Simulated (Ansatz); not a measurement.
Correlation energies of CH₅Cl₃GeOSi, SMILES `C[O][GeH2][Si](Cl)(Cl)Cl` by basis set

```xyz
12

C    -0.356   -1.918   -0.402
O     0.272   -0.989   -1.254
Ge    1.105    0.405   -0.533
Si   -0.471    1.692    0.726
Cl    0.293    3.547    1.117
Cl   -2.216    1.906   -0.309
Cl   -0.899    0.792    2.513
H    -1.227   -1.487    0.107
H     0.329   -2.312    0.361
H    -0.700   -2.754   -1.016
H     1.650    1.206   -1.720
H     2.220   -0.087    0.411
```

Total charge 0; spin multiplicity 1. Correlated methods include outer-core shells of Ge, which these sets cover unevenly. Scalar relativity is left out up to krypton. All single points use the PBE0-D4/def2-TZVP geometry. It is one conformer, not always the lowest. Frozen core, restricted reference, Ansatz.

```tsv
basis	HF (Eh)	MP2 corr.	CCSD corr.	(T)	CCSD(T) total
def2-SVP	?	?	-1.10365	-0.02872	?
def2-TZVPP	?	?	–	–	–
def2-QZVPP	-3858.80748	-1.71077	–	–	–
```

Fill in the withheld values. (Estimate.)

Computed: def2-SVP HF (Eh): -3857.72629; def2-SVP MP2 corr.: -1.04244; def2-SVP CCSD(T) total: -3858.85866; def2-TZVPP HF (Eh): -3858.71299; def2-TZVPP MP2 corr.: -1.34724.
